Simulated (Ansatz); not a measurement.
Stepwise reaction of `F[SiH](F)[SiH3]` with water, as a gas-phase model of exchange steps in deposition or etching. ΔE in kJ/mol.

Program: Ansatz. Geometries: PBE0-D4/def2-TZVP. ΔE: electronic, gas phase. CBS: MP2 limit from def2 TZ/QZ plus the TZ coupled-cluster correction, frozen cores. This one scheme is used for every species. DFT in def2-TZVPP. B3LYP here is the variant with VWN-RPA as its local correlation; programs differ in this. Each species was taken in one conformer, which may not be the lowest.

| step | reaction | PBE-D4 | B3LYP-D4 | ωB97M-V | CCSD(T)/CBS |
| --- | --- | --- | --- | --- | --- |
| 1 | `F[SiH](F)[SiH3]` + H₂O → `O[Si](F)(F)[SiH3]` + H₂ | -99.7 | -106.5 | -107.6 | -103.9 |

Task: Give the row of step 2, `O[Si](F)(F)[SiH3]` + H₂O → `O[SiH2][Si](O)(F)F` + H₂. (An estimate is asked.)

Result: Computed: 
```json
{"step": "2", "reaction": "`O[Si](F)(F)[SiH3]` + H₂O → `O[SiH2][Si](O)(F)F` + H₂", "PBE-D4": "-51.2", "B3LYP-D4": "-58.2", "ωB97M-V": "-56.2", "CCSD(T)/CBS": "-53.6"}
```

Task: By hand: ΔE of the 2 steps together at CCSD(T)/CBS.

Result: (-103.9) + (-53.6) = -157.5 kJ/mol, or -78.8 kJ/mol a step.

In ΔE each step is higher than the one before. All are downhill at CCSD(T)/CBS. PBE-D4 differs from CCSD(T)/CBS by 2.4 to 4.2 kJ/mol a step. Isolated molecules leave out the surface, adducts and barriers. Largest T1 diagnostic: 0.013.
